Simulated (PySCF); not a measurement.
Compound: C5H6F2.
SMILES: `C[C@@]1(F)CC=C1F`

The closed-shell ground state was solved at several levels (PySCF, density fitting, gas phase, non-relativistic). Isolated species at its PBE0-D3(BJ)/def2-SVP geometry, gas phase.

| level | basis functions | HOMO (eV) | LUMO (eV) | gap (eV) | dipole (D) |
| --- | --- | --- | --- | --- | --- |
| PBE0/6-31G* | 110 | -7.19 | 0.54 | 7.73 | 1.94 |
| B3LYP/6-31G* | 110 | -6.91 | 0.36 | 7.27 | 1.89 |
| PBE/pcJ-1 | 249 | -6.26 | -0.92 | 5.34 | 2.03 |
| CAM-B3LYP/pcJ-1 | 249 | -8.85 | 1.28 | 10.13 | 2.32 |
| B3LYP/pcJ-0 | 109 | -7.41 | -0.17 | 7.24 | 2.41 |
| KT3/pcSseg-1 | 149 | -6.33 | -0.89 | 5.44 | 2.02 |
| BP86/pcSseg-1 | 149 | -6.39 | -1.04 | 5.35 | 2.05 |
| PBE0/pcSseg-1 | 149 | -7.53 | 0.08 | 7.61 | 2.25 |

Problem. What might PBE0/6-31G (75 basis functions) give for the same quantities?

Solution. HOMO -7.41 eV, LUMO 0.29 eV, gap 7.70 eV, dipole 2.50 D.

Problem. How much does the basis alone move the frontier levels among the 3 PBE0 rows (the withheld one included)?

Solution. The HOMO by 0.34 eV and the LUMO by 0.46 eV. By rising basis size (HOMO, LUMO in eV): 6-31G -7.41, 0.29; 6-31G* -7.19, 0.54; pcSseg-1 -7.53, 0.08.

Problem. How far do the dipole and the HOMO energy spread over the levels?

Solution. The dipole runs from 1.89 to 2.50 D (mean 2.16 D) and the HOMO from -8.85 to -6.26 eV.
